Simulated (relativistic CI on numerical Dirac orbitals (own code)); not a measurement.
# Te XXVI: sensitivity of the levels to the model

Base calculation: Dirac-Coulomb-Breit CI, separate exchange-only KLI orbitals for each configuration, QED by a radiative potential, unscaled Slater integrals.

Configuration list (outside the closed core [Ne]): 3s²3p⁶3d⁹, 3s²3p⁵3d¹⁰, 3s3p⁶3d¹⁰, 3s²3p⁶3d⁸4s, 3s²3p⁶3d⁸4p, 3s²3p⁶3d⁸4d, 3s²3p⁴3d¹⁰4s, 3s²3p⁶3d⁸4f, 3s²3p⁵3d⁹4s, 3s²3p⁴3d¹⁰4p, 3s²3p⁶3d⁷4s², 3s²3p⁵3d⁹4p, 3s²3p⁶3d⁷4s4p, 3s²3p⁴3d¹⁰4d, 3s3p⁵3d¹⁰4s, 3s²3p⁶3d⁸5s, 3s²3p⁶3d⁷4p², 3s²3p⁶3d⁸5p, 3s3p⁵3d¹⁰4p, 3s²3p⁵3d⁹4d, 3s²3p⁶3d⁷4s4d, 3s3p⁶3d⁹4s, 3s²3p⁶3d⁸5d, 3s²3p⁶3d⁷4p4d, 3s3p⁵3d¹⁰4d, 3s²3p⁵3d⁸4s², 3s²3p⁶3d⁸5f, 3s3p⁶3d⁹4p, 3p⁶3d¹⁰4s, 3s²3p⁵3d⁹4f, 3s²3p⁶3d⁸5g, 3s²3p⁶3d⁷4d², 3s²3p⁵3d⁸4s4p, 3p⁶3d¹⁰4p, 3s²3p⁶3d⁸6s, 3s²3p⁶3d⁸6p. Levels of other configurations are missing.

Variants: (1) non-relativistic limit. Shifts of the energy above 3s²3p⁶3d⁹ ²D5/2, in eV, for the lowest level and the first level of each name with at least 55 % of one term (blank where a level changes its place among those of its configuration and J or its character, or is not in the variant):

| Level | Base | Δ(1) |
| --- | --- | --- |
| 3s²3p⁶3d⁹ ²D5/2 | 0.000 | 0.000 |
| 3s²3p⁶3d⁹ ²D3/2 | 11.064 | -11.064 |
| 3s²3p⁵3d¹⁰ ²P°3/2 | 241.716 | -15.071 |
| 3s²3p⁵3d¹⁰ ²P°1/2 | 295.551 | -68.907 |
| 3s3p⁶3d¹⁰ ²S1/2 | 429.437 | -78.088 |
| 3s²3p⁶3d⁸4s ⁴F9/2 | 542.274 | +30.039 |
| 3s²3p⁶3d⁸4s ²F7/2 | 544.086 |  |
| 3s²3p⁶3d⁸4s ⁴F7/2 | 553.250 |  |
| 3s²3p⁶3d⁸4s ⁴F5/2 | 553.495 |  |
| 3s²3p⁶3d⁸4s ⁴P1/2 | 557.615 | +22.870 |
| 3s²3p⁶3d⁸4s ⁴P3/2 | 561.562 | +18.923 |
| 3s²3p⁶3d⁸4s ²P1/2 | 563.019 | +20.170 |
| 3s²3p⁶3d⁸4s ²G9/2 | 563.452 | +21.282 |
| 3s²3p⁶3d⁸4s ²G7/2 | 563.585 | +21.149 |
| 3s²3p⁶3d⁸4s ²S1/2 | 584.023 | +15.423 |
| 3s²3p⁶3d⁸4p ⁴D°7/2 | 591.306 | +25.042 |
| 3s²3p⁶3d⁸4p ⁴G°7/2 | 602.401 | +16.017 |
| 3s²3p⁶3d⁸4p ⁴G°11/2 | 607.479 | +10.939 |
| 3s²3p⁶3d⁸4p ⁴F°9/2 | 609.093 | +10.772 |
| 3s²3p⁶3d⁸4p ⁴P°1/2 | 609.384 | +14.696 |
| 3s²3p⁶3d⁸4p ²D°5/2 | 610.679 | +10.581 |
| 3s²3p⁶3d⁸4p ²H°9/2 | 612.438 |  |

At this charge energies of transitions that change n are usually good to better than 1 %, and those within a shell (Δn = 0) to a few per cent.

Ionisation energy from the two ground configurations alone: base 1376.7 eV. The NIST ASD value (theoretical) is 1377 eV.

LS names give the leading component of a level, which can be under half, so a name can repeat, a term be missing and a line seem to break the LS rules.
